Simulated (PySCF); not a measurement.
Quadrupolar nuclei of `C=C[SiH2]O[SiH2][SiH](C)C` in NMR

Compound: C₄H₁₄OSi₃.
Cartesian coordinates in Å at the GFN2-xTB level; atoms count from 1:
```xyz
22
C4H14OSi3 angstrom
C     -3.2281    1.5249   -0.6049
C     -2.5058    0.4989   -0.1835
Si    -2.2570    0.0266    1.6239
O     -0.8094   -0.6771    1.7828
Si     0.7824   -0.9762    1.6128
Si     1.3456   -0.7171   -0.6159
C      1.1849    1.1034   -1.1754
C      3.1517   -1.2561   -0.9005
H     -3.3571    1.7615   -1.6510
H     -3.7306    2.1825    0.0865
H     -2.0251   -0.1277   -0.9281
H     -3.2154   -0.9953    2.0498
H     -2.2690    1.2112    2.4831
H      1.4444   -0.0441    2.5397
H      0.9159   -2.3251    2.1771
H      0.5250   -1.5132   -1.5621
H      1.4353    1.2315   -2.2252
H      0.1717    1.4695   -1.0314
H      1.8469    1.7480   -0.6025
H      3.4552   -1.1033   -1.9316
H      3.8375   -0.6946   -0.2723
H      3.2909   -2.3084   -0.6720
```

Computed at PBE0/pcSseg-1 (PySCF, non-relativistic):

```tsv
atom	environment	nucleus	spin I	Q (b)	CQ = χzz (MHz)	η
O4	siloxane oxygen	17O	5/2	-0.0256	-6.831	0.073
```

Problem. Which field gradients stand behind these couplings (CQ in MHz = 234.96 × Q in b × Vzz in au)?

Solution. Vxx = −Vzz(1 − η)/2 and Vyy = −Vzz(1 + η)/2, in au:

| atom | Vxx (au) | Vyy (au) | Vzz (au) | Vzz (10²¹ V/m²) |
| --- | --- | --- | --- | --- |
| O4 | -0.526 | -0.609 | 1.136 | 11.04 |

Problem. Give the quadrupolar product PQ = |CQ|√(1 + η²/3), the quadrupolar frequency νQ = 3|CQ|/[2I(2I − 1)] and the Larmor frequency ν0 = |g| × 7.62259 MHz/T × B at 7.05 T, with g(17O) = −0.75752.

Solution. 
| atom | PQ (MHz) | νQ (MHz) | ν0 (MHz) | νQ/ν0 |
| --- | --- | --- | --- | --- |
| O4 | 6.837 | 1.025 | 40.71 | 0.025 |

For O4: PQ = 6.831 × 1.0009, νQ = 6.831 × 0.1500, ν0 = 5.7742 MHz/T × 7.05 T.

Problem. Second-order quadrupolar shift of the central transition's centre of gravity (half-integer spins, νQ < ν0/10) at 7.05, 14.1 and 18.8 T.

Solution. From −(3/40)(PQ/ν0)²[I(I + 1) − 3/4]/[I(2I − 1)]², which goes as 1/B² (ppm):

```json
{"site": "17O at O4", "7.05 T": "-169", "14.1 T": "-42.3", "18.8 T": "-23.8"}
```

Solvent, lattice and vibrations would change these gradients. Isolated species at its GFN2-xTB geometry (one conformer only). GFN2-xTB bond lengths can be off by several hundredths of an ångström, more for odd bonds, and the gradients follow them. With a basis this small, the couplings can be 20 % off.
